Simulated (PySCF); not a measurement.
**Bond length, frequency and bond energy of LiBr by level of theory**

State: ¹Σ⁺ (singlet), closed shell. Set-up: PySCF, spin-free X2C with a Gaussian nucleus, basis sets Li x2c-TZVPPall, Br x2c-TZVPPall. De refers to Li + Br in their high-spin ground configurations, without counterpoise correction. A positive dipole means Li(−)Br(+).

| Level | Re (Å) | ωe (cm⁻¹) | De (eV) | μ (D) | CPU s a point (SCF and correlation, without the integrals) |
| --- | --- | --- | --- | --- | --- |
| RHF | 2.190 | 564 | 3.24 | -7.47 | 0.12 |
| RHF-MP2 | 2.181 | 563 | 4.30 | n/a | 0.19 |
| RHF-SCS-MP2 | 2.184 | 562 | 4.20 | n/a | n/a |
| RHF-CCSD | 2.181 | 564 | 4.14 | n/a | n/a |
| RHF-CCSD(T) | 2.182 | 562 | 4.20 | n/a | 2.8 |
| LDA | 2.152 | 570 | 4.72 | -6.79 | 0.37 |
| PBE | 2.176 | 557 | 4.24 | -6.84 | 0.59 |
| PW91 | 2.174 | 558 | 4.30 | -6.82 | 0.42 |
| r²SCAN | 2.181 | 559 | 4.36 | -7.16 | 0.81 |
| M06-L | 2.182 | 544 | 4.33 | -7.31 | 0.84 |
| PBE0 | 2.168 | 567 | 4.22 | -7.04 | 1.4 |
| MN15 | 2.181 | 550 | 4.46 | -7.21 | 1 |
| ωB97X-V | 2.173 | 568 | 4.30 | -7.17 | 3.7 |

Problem. What are the measured Re and ωe, and which levels come closest?

Solution. Re = 2.170427 Å and ωe = 563.16 cm⁻¹ (Huber and Herzberg, Constants of Diatomic Molecules (1979)). Closest are PBE0 for the length (off by -0.002 Å) and RHF-MP2 for the frequency (off by 0.0 %).

```tsv
Level	error in Re (pm)	error in ωe (%)
RHF	1.9	0.1
RHF-MP2	1.1	0.0
RHF-SCS-MP2	1.4	-0.3
RHF-CCSD	1.1	0.1
RHF-CCSD(T)	1.2	-0.2
LDA	-1.9	1.2
PBE	0.5	-1.0
PW91	0.3	-1.0
r²SCAN	1.0	-0.8
M06-L	1.1	-3.3
PBE0	-0.2	0.7
MN15	1.1	-2.3
ωB97X-V	0.3	0.8
```

Correlated steps freeze 9 core orbitals. Where the molecule has an RHF reference, its open-shell atoms are computed with UHF.

The whole job (state search and all levels along the bond) took about 2.7 min on 1 thread of Intel Xeon Platinum 8488C (shared host), peak memory 1.2 GiB.
